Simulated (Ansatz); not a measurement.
Ansatz (an electronic-structure program) input for F₃Ga, SMILES [F][Ga-]([F])[F], charge -1, multiplicity 2, PBE0-D3(BJ)/def2-SVPD. 

Ansatz 0.2 input:
```yaml
crystal:
  periodic: [false, false, false]
  atoms:
    - {symbol: Ga, position_ang: [0.00000000, 0.00000000, -0.01142098]}
    - {symbol: F, position_ang: [1.73297635, 1.00053436, 0.01311298]}
    - {symbol: F, position_ang: [-1.73297635, 1.00053436, 0.01311298]}
    - {symbol: F, position_ang: [-0.00000000, -2.00106873, 0.01311298]}
basis:
  gaussian:
    orbitals: def2-SVPD
hamiltonian:
  xc: pbe0
  dispersion: d3bj
total_charge: -1
magnetization: {spin_polarized: true, initial_magnetization: 1}
relax: {f_tol: 0.002, max_steps: 200}
```

Output:

```
WARN ansatz: RAYON_NUM_THREADS=1 ignored (pool sized by the plan → 1); use --threads N
Functional definition: PBE0
integrals: 0.06 GiB planned
1078 factors; integrals over basis functions are off by at most 2.1e-4 eV
mean field: 0.79 GiB planned
mean field evaluation 1: about -60504.7529 eV, gradient 1.5e1 eV
mean field evaluation 2: about -60504.1782 eV, gradient 2.3e1 eV
mean field evaluation 4: about -60505.5639 eV, gradient 1.0e0 eV
mean field evaluation 8: about -60505.5791 eV, gradient 1.2e-2 eV
mean field evaluation 16: about -60505.5791 eV, gradient 4.3e-5 eV
mean field -60505.57908178 eV, -2223.5390191010 hartree, gradient 4.3e-5 eV, S^2 0.752840; 0 other end points of the search recorded, 0 dependent functions left out
the calculation of the forces begins
reference -60505.57911775 eV, -2223.5390204229 hartree; 30, 29 occupied and 77, 78 virtual orbitals, 1078 factors
relax step   1: F+E_penalty+E_count = -60505.60911784 eV  Δ(F+E_penalty+E_count) = +0.000e0 eV  max|allowed force component| = 1.254e0 eV/Å  Δτ_max = 0.0000 Å  (30 SCF iters, accepted)
these checks for a lower state are left out or cut short: starts, cluster_reference, orbital_swaps, neighbouring_geometries, increment
integrals: 0.06 GiB planned
1078 factors; integrals over basis functions are off by at most 1.7e-4 eV
mean field: 0.79 GiB planned
mean field -60505.77884923 eV, -2223.5463604195 hartree, gradient 1.9e-5 eV, S^2 0.752441; 0 other end points of the search recorded, 0 dependent functions left out
the calculation of the forces begins
reference -60505.77888684 eV, -2223.5463618014 hartree; 30, 29 occupied and 77, 78 virtual orbitals, 1078 factors
relax step   2: F+E_penalty+E_count = -60505.80937824 eV  Δ(F+E_penalty+E_count) = -2.003e-1 eV  max|allowed force component| = 7.761e-1 eV/Å  Δτ_max = 0.0629 Å  (34 SCF iters, accepted)
these checks for a lower state are left out or cut short: starts, cluster_reference, orbital_swaps, neighbouring_geometries, increment
integrals: 0.06 GiB planned
1078 factors; integrals over basis functions are off by at most 1.7e-4 eV
mean field: 0.79 GiB planned
mean field evaluation 32: about -60506.2578 eV, gradient 2.7e-5 eV
mean field -60506.25783791 eV, -2223.5639629286 hartree, gradient 2.7e-5 eV, S^2 0.751821; 0 other end points of the search recorded, 0 dependent functions left out
the calculation of the forces begins
reference -60506.25787800 eV, -2223.5639644020 hartree; 30, 29 occupied and 77, 78 virtual orbitals, 1078 factors
relax step   3: F+E_penalty+E_count = -60506.28931509 eV  Δ(F+E_penalty+E_count) = -4.799e-1 eV  max|allowed force component| = 1.481e0 eV/Å  Δτ_max = 0.1989 Å  (34 SCF iters, accepted)
these checks for a lower state are left out or cut short: starts, cluster_reference, orbital_swaps, neighbouring_geometries, increment
integrals: 0.06 GiB planned
1078 factors; integrals over basis functions are off by at most 1.6e-4 eV
mean field: 0.79 GiB planned
mean field -60506.59380643 eV, -2223.5763095439 hartree, gradient 2.8e-5 eV, S^2 0.751502; 0 other end points of the search recorded, 0 dependent functions left out
the calculation of the forces begins
reference -60506.59384513 eV, -2223.5763109660 hartree; 30, 29 occupied and 77, 78 virtual orbitals, 1078 factors
relax step   4: F+E_penalty+E_count = -60506.62594605 eV  Δ(F+E_penalty+E_count) = -3.366e-1 eV  max|allowed force component| = 3.638e-1 eV/Å  Δτ_max = 0.1951 Å  (32 SCF iters, accepted)
these checks for a lower state are left out or cut short: starts, cluster_reference, orbital_swaps, neighbouring_geometries, increment
integrals: 0.06 GiB planned
1078 factors; integrals over basis functions are off by at most 1.8e-4 eV
mean field: 0.80 GiB planned
mean field -60506.63459640 eV, -2223.5778085476 hartree, gradient 2.5e-5 eV, S^2 0.751363; 0 other end points of the search recorded, 0 dependent functions left out
the calculation of the forces begins
reference -60506.63463444 eV, -2223.5778099456 hartree; 30, 29 occupied and 77, 78 virtual orbitals, 1078 factors
relax step   5: F+E_penalty+E_count = -60506.66730704 eV  Δ(F+E_penalty+E_count) = -4.136e-2 eV  max|allowed force component| = 9.666e-2 eV/Å  Δτ_max = 0.0902 Å  (30 SCF iters, accepted)
these checks for a lower state are left out or cut short: starts, cluster_reference, orbital_swaps, neighbouring_geometries, increment
integrals: 0.06 GiB planned
1078 factors; integrals over basis functions are off by at most 1.8e-4 eV
mean field: 0.80 GiB planned
mean field -60506.63786013 eV, -2223.5779284876 hartree, gradient 2.9e-5 eV, S^2 0.751382; 0 other end points of the search recorded, 0 dependent functions left out
the calculation of the forces begins
reference -60506.63789835 eV, -2223.5779298923 hartree; 30, 29 occupied and 77, 78 virtual orbitals, 1078 factors
relax step   6: F+E_penalty+E_count = -60506.67045644 eV  Δ(F+E_penalty+E_count) = -3.149e-3 eV  max|allowed force component| = 7.801e-3 eV/Å  Δτ_max = 0.0182 Å  (28 SCF iters, accepted)
these checks for a lower state are left out or cut short: starts, cluster_reference, orbital_swaps, neighbouring_geometries, increment
integrals: 0.06 GiB planned
1078 factors; integrals over basis functions are off by at most 1.8e-4 eV
mean field: 0.80 GiB planned
mean field -60506.63786283 eV, -2223.5779285867 hartree, gradient 1.7e-5 eV, S^2 0.751381; 0 other end points of the search recorded, 0 dependent functions left out
the calculation of the forces begins
reference -60506.63790107 eV, -2223.5779299922 hartree; 30, 29 occupied and 77, 78 virtual orbitals, 1078 factors
relax step   7: F+E_penalty+E_count = -60506.67045864 eV  Δ(F+E_penalty+E_count) = -2.206e-6 eV  max|allowed force component| = 2.544e-3 eV/Å  Δτ_max = 0.0007 Å  (21 SCF iters, accepted)
these checks for a lower state are left out or cut short: starts, cluster_reference, orbital_swaps, neighbouring_geometries, increment
integrals: 0.06 GiB planned
1078 factors; integrals over basis functions are off by at most 1.8e-4 eV
mean field: 0.80 GiB planned
mean field evaluation 64: about -60506.6379 eV, gradient 1.0e-5 eV
mean field -60506.63786334 eV, -2223.5779286057 hartree, gradient 1.0e-5 eV, S^2 0.751381; 0 other end points of the search recorded, 0 dependent functions left out
the calculation of the forces begins
reference -60506.63790158 eV, -2223.5779300109 hartree; 30, 29 occupied and 77, 78 virtual orbitals, 1078 factors
relax step   8: F+E_penalty+E_count = -60506.67045882 eV  Δ(F+E_penalty+E_count) = -1.721e-7 eV  max|allowed force component| = 1.524e-3 eV/Å  Δτ_max = 0.0002 Å  (21 SCF iters, accepted)
integrals: 0.06 GiB planned
1078 factors; integrals over basis functions are off by at most 1.8e-4 eV
mean field: 0.80 GiB planned
mean field -60506.63786334 eV, -2223.5779286057 hartree, gradient 1.0e-5 eV, S^2 0.751381; 1 other end points of the search recorded, 0 dependent functions left out
the calculation of the forces begins
reference -60506.63790158 eV, -2223.5779300109 hartree; 30, 29 occupied and 77, 78 virtual orbitals, 1078 factors
Total energy: -60506.67049705 eV, -2223.5791278724 hartree
Atom 0 at    -0.000000    -0.000004    -0.507771 Å, force     0.000000     0.000053     0.001524 eV/Å
Atom 1 at     1.471923     0.849818     0.178549 Å, force    -0.000633    -0.000388    -0.000515 eV/Å
Atom 2 at    -1.471923     0.849818     0.178549 Å, force     0.000633    -0.000388    -0.000515 eV/Å
Atom 3 at     0.000000    -1.699632     0.178590 Å, force     0.000000     0.000724    -0.000494 eV/Å
Dipole moment:    -0.000000     0.000007    -0.314522 e Å
```

Self-consistency was reached.

Cost: about 50 core-seconds (a rough figure).
